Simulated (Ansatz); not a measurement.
Reaction (homolysis of the Al–Cl bond): `[Cl][Al]([Cl])[Br]` → `[Cl][Al][Br]`• + Cl•

Isolated molecules relaxed with PBE0-D4/def2-TZVP in Ansatz; ΔE leaves out vibrations. CCSD(T)/CBS adds triple-zeta CCSD(T) − MP2 to the extrapolated MP2 energy (def2 sets, frozen cores). This one scheme is used for every species, atoms too. Functionals use def2-TZVPP. HSE06 is defined as in plane-wave codes. Open shells (•) are unrestricted, without spin–orbit coupling. Spin–orbit coupling would lower the free atoms: a little for Cl. Bonds to Br are less sure, by a few kJ/mol each and by 10 to 20 or more in all where they break to atoms, as the def2 sets lack core-valence functions. Scalar relativity is left out up to krypton.

`[Cl][Al]([Cl])[Br]`:

Z-matrix (Å, degrees):
```
Al
Cl 1 2.070
Br 1 2.225 2 120.2
Cl 1 2.070 2 119.7 3 180.0
```

`[Cl][Al][Br]`•:

Z-matrix (Å, degrees):
```
Al
Cl 1 2.102
Br 1 2.266 2 118.9
```

| level | ΔE (kcal/mol) | difference from CCSD(T)/CBS |
| --- | --- | --- |
| BLYP-D4 | 109.3 | -8.5 |
| PBE0-D4 | 113.3 | -4.5 |
| HSE06-D4 | 113.3 | -4.5 |
| CAM-B3LYP-D4 | 112.9 | -4.9 |
| ωB97X-V | 117.1 | -0.7 |
| BLYP | 106.7 | -11.1 |
| MP2/def2-SVP | 113.3 | -4.5 |
| CCSD(T)/def2-SVP | 109.8 | -8.0 |
| HF/def2-QZVPP | 89.8 | -28.0 |
| HF/CBS(def2) | 89.8 | -28.0 |
| CCSD(T)/CBS | 117.8 | 0 |

Largest T1 diagnostic among the species: 0.010.

Leaving LDA and LC-ωPBE aside and taking each functional with its dispersion term where it has one, the values, not all of them listed here, spread over 9.0 kcal/mol, from BLYP-D4 to B97M-V. LDA lies +13.7 kcal/mol from PBE without D4, its usual overbinding. From r2SCAN to r2SCAN0 (25 % exact exchange), in def2-TZVPP and without D4, ΔE moves by −1.3 kcal/mol: exact exchange takes away binding that semilocal exchange gives to molecules. In def2-TZVPP, CCSD(T) changes the Hartree–Fock value by +23.9 kcal/mol (the triples alone add +2.0 kcal/mol) and MP2 by +28.5 kcal/mol; breaking electron pairs costs correlation energy, which Hartree–Fock lacks.

CCSD(T)/CBS has its own doubt, a few kJ/mol and more with outer-core shells, so smaller differences from it don't rank the levels.
